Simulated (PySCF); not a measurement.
Distorted geometries of [Er(N2)2]3+

[Er(N2)2]3+ (singlet in the valence; each metal's 4f electrons, 11 of them, lie in its core potential, out of spins and levels). PySCF 2.14.0, RKS B3LYP, Er lcecp-1-SVP with ECP57, N def2-SVP; non-relativistic Hamiltonian with scalar-relativistic core potentials where named; density fitting; no spin-orbit coupling. Relaxed geometry:

```xyz
5

Er   -0.2035    1.1603    0.0000
N     0.0304   -0.1732    1.9605
N     0.1374   -0.7833    2.8799
N     0.0304   -0.1732   -1.9605
N     0.1374   -0.7833   -2.8799
```

Problem. Order these distorted geometries by energy above the relaxed one, lowest first.
A.
```xyz
5

Er   -0.2222    1.0068   -0.0906
N     0.1831   -0.1519    1.7296
N     0.0011   -0.8519    2.7889
N    -0.1781    0.0716   -1.6401
N     0.3480   -0.8272   -2.7877
```
B.
```xyz
5

Er   -0.2378    1.3291   -0.1071
N     0.1449   -0.3485    1.9170
N     0.0972   -0.6792    2.9723
N     0.1453   -0.3216   -2.0249
N    -0.0176   -0.7324   -2.7574
```
C.
```xyz
5

Er   -0.3181    1.1869    0.0581
N     0.1001   -0.1754    1.9641
N     0.1949   -0.8254    2.9582
N     0.0175   -0.1055   -2.1169
N     0.1376   -0.8331   -2.8636
```

Solution. C (0.84 eV), B (9.60 eV), A (9.79 eV).

Problem. Which forces (eV/Å) act in the one that lies 9.79 eV up?

Solution. 
```
Er   -0.80   8.13   9.41
N    -2.01  -8.90  13.14
N     2.25   7.70 -11.53
N     5.47 -14.96 -21.08
N    -4.91   8.03  10.05
```
Forces carry noise of the integration grid, about 0.01 to 0.03 eV/Å.

An lcecp potential fixes the number of 4f electrons, so in runs with it no electron can move into or out of that shell.
